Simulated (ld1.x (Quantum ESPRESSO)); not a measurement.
## Reading a pseudo-wave (lithium (Li))

Columns: radius, all-electron u(r) and pseudo u(r) of the 1s shell (level -51.10 eV) of lithium in the configuration 1s2 2s1 2p0; LDA (PZ), scalar-relativistic, RRKJ scheme, ld1.x (Quantum ESPRESSO) 7.5.

```
r (bohr)  all-electron  pseudo
   0.210        1.0384  1.0050
   0.420        1.1597  1.2024
   0.630        0.9999  1.0009
   0.840        0.7824  0.7824
   1.050        0.5829  0.5829
   1.260        0.4218  0.4218
   1.470        0.2997  0.2997
   1.680        0.2104  0.2104
   1.890        0.1465  0.1465
   2.100        0.1015  0.1015
   2.310        0.0699  0.0699
   2.520        0.0480  0.0480
   2.730        0.0329  0.0329
   2.940        0.0225  0.0225
   3.150        0.0153  0.0153
   3.360        0.0104  0.0104
   3.570        0.0071  0.0071
   3.780        0.0048  0.0048
   3.990        0.0032  0.0032
   4.200        0.0022  0.0022
   4.410        0.0015  0.0015
   4.620        0.0010  0.0010
   4.830        0.0007  0.0007
   5.040        0.0005  0.0005
   5.250        0.0003  0.0003
   5.460        0.0002  0.0002
```

**Question.** How many radial nodes do the two functions have?

**Answer.** The all-electron 1s function has n − l − 1 = 0; the pseudo-wave has 0.

**Question.** At about which radius was the pseudo-wave matched?

**Answer.** 0.75 bohr, where the columns begin to agree (steps of 0.21 bohr).

**Question.** Is the pseudo-wave norm-conserving?

**Answer.** Yes: the RRKJ scheme keeps the norm inside the radius equal to the all-electron one, which fixes the energy derivative of the logarithmic derivative at the level.
